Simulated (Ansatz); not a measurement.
A set of 12 reactions (hydrogenolysis), with CCSD(T)/CBS values in kJ/mol:

```csv
reaction,ΔE
`CBC=O` + H₂ → `BC=O` + CH₄,-13.8
`[F][AlH][CH](F)[SiH3]` + H₂ → `[F][AlH][CH2][SiH3]` + H–F,-164.2
`C=CCC(F)Cl` + H₂ → `CC(F)Cl` + `C=C`,-52.9
`CC/C=C\CC` + H₂ → `C/C=C\CC` + CH₄,-68.0
`OC(F)(F)Cl` + H₂ → `FC(F)Cl` + H₂O,-58.0
`[Cl][GeH]([Cl])[GeH3]` + H₂ → `[Cl][GeH2][Cl]` + GeH₄,17.7
`C[SiH2]C(C)S` + H₂ → `CCS` + `C[SiH3]`,-24.5
`CO[SiH](F)[O][GeH3]` + H₂ → `CO[SiH2]F` + `[OH][GeH3]`,124.0
`BC(=C)O` + H₂ → `BC=C` + H₂O,-79.8
`NB(N)Br` + H₂ → `NBN` + HBr,60.3
`CCO[SiH2]P` + H₂ → `[SiH3]P` + `CCO`,72.0
`S[SiH]1C[SiH2]1` + H₂ → `C1[SiH2][SiH2]1` + H₂S,39.3
```

Program: Ansatz. Geometries: PBE0-D4/def2-TZVP. ΔE: electronic, gas phase. CCSD(T)/CBS adds triple-zeta CCSD(T) − MP2 to the extrapolated MP2 energy (def2 sets, frozen cores). This one scheme is used for every species. Double bonds are as drawn, so ΔE can hold a change between cis and trans. Functionals use def2-TZVPP. B3LYP here is the variant with VWN-RPA as its local correlation; programs differ in this. For Br, Ge outer-core shells are correlated without core-valence functions, which leaves a few kJ/mol of doubt a bond. Scalar relativity is left out up to krypton. One conformer a species, not always the lowest.

(1) Give the mean, mean absolute and largest difference (level minus CCSD(T)/CBS, kJ/mol) for: PBE-D4, r2SCAN-D4, B3LYP-D4, ωB97M-V, B2PLYP, PBE, r2SCAN, B3LYP, HF/def2-TZVPP, CCSD(T)/def2-TZVPP, MP2/def2-QZVPP, SCS-MP2/def2-QZVPP, HF/CBS(def2), CCSD/CBS(def2). (Estimate.)

The largest T1 diagnostic in the set is 0.021, for `BC=O` (customary mark 0.02).

CCSD(T)/CBS is a level of theory with its own doubt, and the functionals carry their triple-zeta basis error, so these figures describe this set and don't rank the functionals.

Results:

(1) Computed: 
| level | mean | mean absolute | largest |
| --- | --- | --- | --- |
| PBE-D4 | 3.9 | 7.9 | 22.8 |
| r2SCAN-D4 | 4.6 | 5.6 | 19.0 |
| B3LYP-D4 | 1.8 | 4.7 | 19.3 |
| ωB97M-V | 1.4 | 4.1 | 12.4 |
| B2PLYP | -3.9 | 6.6 | -13.4 |
| PBE | -2.1 | 9.8 | -20.6 |
| r2SCAN | 3.0 | 5.7 | 18.3 |
| B3LYP | -7.7 | 12.0 | -23.9 |
| HF/def2-TZVPP | -16.6 | 16.8 | -40.1 |
| CCSD(T)/def2-TZVPP | -1.3 | 2.7 | -5.1 |
| MP2/def2-QZVPP | 3.6 | 5.2 | -9.3 |
| SCS-MP2/def2-QZVPP | -0.7 | 1.5 | -4.3 |
| HF/CBS(def2) | -16.8 | 16.9 | -40.4 |
| CCSD/CBS(def2) | -4.0 | 4.0 | -7.0 |
